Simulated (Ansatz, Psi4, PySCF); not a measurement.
Cl2Ni, triplet, geometry from GFN2-xTB (such geometries of metal compounds can be far from the true shape). Base run: WB97X/def2-TZVP (PySCF).

PySCF was given this input:
```python
from pyscf import gto, scf, dft

mol = gto.M(
    atom='''
Ni    0.00000000    0.00000000    0.00000000
Cl    0.00000000    0.00000000    1.93482584
Cl   -0.00000000   -0.00000000   -1.93482584
''',
    basis='def2-tzvp',
    spin=2,
    verbose=4,
)

mf = dft.UKS(mol)
mf.xc = 'wb97x'
mf.kernel()
```

The same geometry, method and basis name were run in Ansatz (an electronic-structure program) and Psi4 and PySCF, at each program's defaults and at the settings that a row names. The base is PySCF at its defaults. Differences at the defaults can come from grids, fitting, cores and function types together.

```tsv
code and settings	ΔE vs base (mEh)	basis functions	E (Eh)	SCF cycles
PySCF, defaults (exact integrals, its default grid, spherical functions)	0.000	119	-2428.86040	15
Psi4, defaults (density fitting with its default set, its default grid, spherical functions)	-0.068	119	-2428.86047	13
Ansatz, defaults (factorised integrals, its default grid, spherical functions)	-0.151	119	-2428.86055	-
PySCF, density fitting with def2-universal-jkfit	-0.008	119	-2428.86041	15
PySCF, fine grid	-0.015	119	-2428.86042	15
Psi4, exact integrals, spherical functions, fine grid	0.009	119	-2428.86039	16
Ansatz, high accuracy	-0.152	119	-2428.86056	-
```

Open shells are given as the SCF converged; they aren't shown to be the lowest states, and a large step between rows can be another state.
